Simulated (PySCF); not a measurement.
# Computed vibrations of DyCl3(H2O)

DyCl3(H2O) (singlet in the valence; each metal's 4f electrons, 9 of them, lie in its core potential, out of spins and levels). PySCF 2.14.0, RKS PBE0, Dy lcecp-1-SVP with ECP55, Cl def2-SVP, O def2-SVP, H def2-SVP; non-relativistic Hamiltonian with scalar-relativistic core potentials where named; density fitting; no spin-orbit coupling. Central differences of gradients.

```xyz
7

Dy    0.0189   -0.0321    0.0254
Cl    1.1079    1.9176    1.1311
Cl   -1.6520   -1.3401    1.3127
Cl    1.1355   -1.1821   -1.8777
O    -1.3000    1.4223   -1.2892
H    -1.2731    2.3814   -1.1681
H    -1.6966    1.2443   -2.1520
```

Run from Python with OMP_NUM_THREADS=2. Where DIIS fails, smearing, a level shift and second-order steps follow.
It took 3.2 min on 2 threads of Arm Neoverse V1 (shared host).

What are the harmonic wavenumbers and infrared intensities?

Negative numbers are unstable modes, those under 60 cm⁻¹ near the noise; a finer grid moves soft modes by up to 10 cm⁻¹.
| cm⁻¹ | km/mol | symmetry |
| --- | --- | --- |
| -3 | – |  |
| 41 | 21.1 |  |
| 60 | 28.9 |  |
| 68 | 0.9 |  |
| 74 | 4.2 |  |
| 146 | 6.7 |  |
| 254 | 202.0 |  |
| 317 | 8.1 |  |
| 324 | 0.9 |  |
| 338 | 71.9 |  |
| 346 | 142.3 |  |
| 478 | 71.5 |  |
| 1605 | 119.0 |  |
| 3836 | 161.4 |  |
| 3931 | 196.9 |  |

Is this a minimum?

Yes, within the noise of the softest modes. 

An lcecp potential fixes the number of 4f electrons, so in runs with it no electron can move into or out of that shell.
